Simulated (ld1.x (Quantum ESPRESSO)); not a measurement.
## Building the TM potential for Sb (LDA (PZ), scalar-relativistic).

```json
{
 "Element": "antimony",
 "Generator": "ld1.x (Quantum ESPRESSO) 7.5",
 "Type": "norm-conserving Troullier–Martins (Kleinman–Bylander form)",
 "Functional": "LDA (PZ)",
 "Relativity": "scalar-relativistic",
 "Frozen core": "[Kr] 4d10",
 "Valence charge": "5",
 "Reference configuration": "5s2 5p3",
 "Partial waves": "5s (bound): rc 2.00 bohr; 5p (bound): rc 1.65 bohr; 5d channel at 0.05 Ry: rc 1.60 bohr",
 "Local potential": "all-electron potential smoothed inside 1.55 bohr (lloc = -2)",
 "Core correction": "Bessel-smoothed model core inside 0.90 bohr"
}
```

All-electron outer shells of the reference configuration (LDA (PZ), scalar-relativistic, ld1.x):

```
shell  level (eV)  outermost node (bohr)  outermost maximum (bohr)
   4p     -101.60                   0.39                      0.76
   4d      -33.55                   0.38                      0.84
   5s      -13.09                   0.95                      1.88
   5p       -5.00                   1.04                      2.32
```

Question: Does the generator finish with these settings?

Answer: Yes, a potential is produced and its reference levels are reproduced.

Question: Estimate the cutoffs (Ry, on a coarse ladder) from which the occupation-weighted sum of valence levels, in a spherical-Bessel basis at the reference potential, stays within 10 and 1 mRy of its value at 400 Ry.

Answer: 45 Ry and 100 Ry.

Question: Does the potential have ghost states?

Answer: Ghost state, extra bound levels that the all-electron valence spectrum of the same l lacks: d at -46.0 eV. A true bound ghost makes a file unfit for plane-wave use. The logarithmic derivative shows an extra or strongly shifted pseudo pole above the reference energy (s near 0.32 Ry).

Question: Which valence shell sets the plane-wave cutoff?

Answer: 5p: its level needs 50 Ry to come within 1 mRy, against 30 Ry for 5s.

Question: Tests: 5s2 5p2; 5s2 5p1; 5s2 5p0; 5s2 5p2.5; 5s1 5p3; 5s1 5p4; 5s0 5p5. Which has the largest error in its energy relative to the reference configuration, and how large is it?

Answer: 5s2 5p0, with -101 meV (all-electron minus pseudo) on +49.56 eV.
